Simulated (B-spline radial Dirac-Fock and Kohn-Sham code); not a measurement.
## Ionisation energies of magnesium ions, computed and tabulated

These are calculated numbers from an atomic code on a B-spline grid; the model is ΔSCF Dirac-Fock with Breit, self-energy and vacuum polarisation, finite nucleus, configuration average. Each value is the difference of the configuration-average energies of two neighbouring ions in their tabulated ground configurations. Correlation energy is missing from these numbers. NIST's values refer to the lowest levels; many for high charge states are themselves semi-empirical or theoretical. Where a p, d or f shell is open in either ion the computed value averages over both j values and all terms, while the table refers to the lowest levels; that difference holds spin-orbit splitting (largest in heavy or highly charged ions), term energies where several electrons share open shells, and correlation, and it can reach 10 % or more.

```
  ion  configuration  computed (eV)        NIST (eV)            kind  NIST − computed (eV)
   Mg       [Ne] 3s2           6.62         7.646236        measured                 +1.03
  Mg⁺       [Ne] 3s1          14.74         15.03527        measured                 +0.29
 Mg²⁺   [He] 2s2 2p6          78.61          80.1436        measured                 +1.53
 Mg³⁺   [He] 2s2 2p5          110.0         109.2654  semi-empirical                 -0.70
 Mg⁴⁺   [He] 2s2 2p4          144.4    141.33 ± 0.03  semi-empirical                 -3.10
 Mg⁵⁺   [He] 2s2 2p3          181.9    186.76 ± 0.06  semi-empirical                 +4.83
 Mg⁶⁺   [He] 2s2 2p2          222.4    225.02 ± 0.06  semi-empirical                 +2.60
 Mg⁷⁺   [He] 2s2 2p1          265.8  265.924 ± 0.019  semi-empirical                 +0.08
 Mg⁸⁺       [He] 2s2          323.9    327.99 ± 0.04  semi-empirical                 +4.07
 Mg⁹⁺       [He] 2s1          367.3  367.489 ± 0.007     theoretical                 +0.14
Mg¹⁰⁺            1s2         1760.5         1761.805     theoretical                 +1.27
Mg¹¹⁺            1s1         1962.7         1962.664     theoretical                 -0.04
```

Question: Where in this range is the largest relative jump, and why?

Answer: From Mg⁺ (14.74 eV) to Mg²⁺ (78.61 eV), a factor of 5.33. The configuration goes from [Ne] 3s1 to [He] 2s2 2p6, so the next electron comes out of a deeper subshell.
